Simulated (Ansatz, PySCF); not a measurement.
Molecule: dimethoxy(dimethyl)silane, C4H12O2Si, net charge 0, singlet state. 
Geometry from a B3LYP-D3(BJ)/def2-TZVP (Ansatz, a program for electronic structure) optimisation:
```xyz
19

Si    -0.0916    -0.3569     0.0145
C     -0.0413    -0.4872     1.8791
C     -1.1640    -1.6759    -0.7389
O      1.4022    -0.5355    -0.6387
C      2.4892     0.3459    -0.4161
O     -0.6013     1.1553    -0.4125
C     -1.7757     1.7874     0.0526
H      0.5826     0.2949     2.3175
H     -1.0397    -0.3954     2.3137
H      0.3639    -1.4534     2.1876
H     -0.8018    -2.6720    -0.4769
H     -2.1955    -1.5938    -0.3878
H     -1.1678    -1.5914    -1.8270
H      3.3269     0.0131    -1.0292
H      2.2302     1.3702    -0.6961
H      2.8022     0.3356     0.6331
H     -1.8340     2.7784    -0.3986
H     -2.6739     1.2280    -0.2305
H     -1.7677     1.9036     1.1414
```
Charge 0, spin multiplicity 1.

Total electronic energies in hartree. Correlated levels leave the core frozen unless marked. No spin-orbit coupling. No relativistic terms. Basis-set limits of correlation are two-point, X^-3; Hartree-Fock from the larger set. [CCSD(T)-MP2]/basis is that difference in the basis named.

| level | program | energy (Eh) |
|---|---|---|
| HF/aug-cc-pV(D+d)Z | Ansatz | -597.25946 |
| HF/def2-TZVPD | PySCF | -597.36206 |
| RI-HF/cc-pV(T+d)Z | Ansatz | -597.35891 |
| PBE/def2-TZVPD | Ansatz | -599.28043 |
| PBE-D3(BJ)/def2-TZVPD | Ansatz + dftd3 | -599.29610 |
| PBE-D4/def2-TZVPD | Ansatz + dftd4 | -599.29624 |
| BLYP-D3(BJ)/def2-TZVPD | Ansatz + dftd3 | -599.72797 |
| BLYP-D4/def2-TZVPD | Ansatz + dftd4 | -599.72937 |
| BLYP/def2-TZVPD | PySCF | -599.69567 |
| r2SCAN/def2-TZVPD | Ansatz | -599.62630 |
| B97M-V/def2-TZVPD | Ansatz | -599.71050 |
| PBE0/6-31G* | Ansatz | -599.17564 |
| PBE0-D4/def2-TZVP | Ansatz + dftd4 | -599.35435 |
| PBE0/def2-TZVPD | Ansatz | -599.34264 |
| BHLYP-D3(BJ)/def2-TZVPD | Ansatz + dftd3 | -599.67428 |
| TPSSh/def2-TZVPD | PySCF | -599.85873 |
| HSE06-D3(BJ)/def2-TZVPD | Ansatz + dftd3 | -599.32997 |
| HSE06/def2-TZVPD | Ansatz | -599.31912 |
| LC-wPBE-D4/def2-TZVPD | Ansatz + dftd4 | -599.57338 |
| wB97X/def2-TZVPD | Ansatz | -599.74554 |
| B2GP-PLYP-D3(BJ)/def2-TZVPD | Ansatz + dftd3 | -599.35996 |
| CCSD/aug-cc-pV(D+d)Z | Ansatz | -598.43717 |
| RI-MP2/CBS(cc-pV(T+d)Z,cc-pV(Q+d)Z)+[CCSD(T)-MP2]/cc-pV(D+d)Z | Ansatz | -598.9543 |

Totals of different functionals don't rank their quality; only differences between species are comparable.
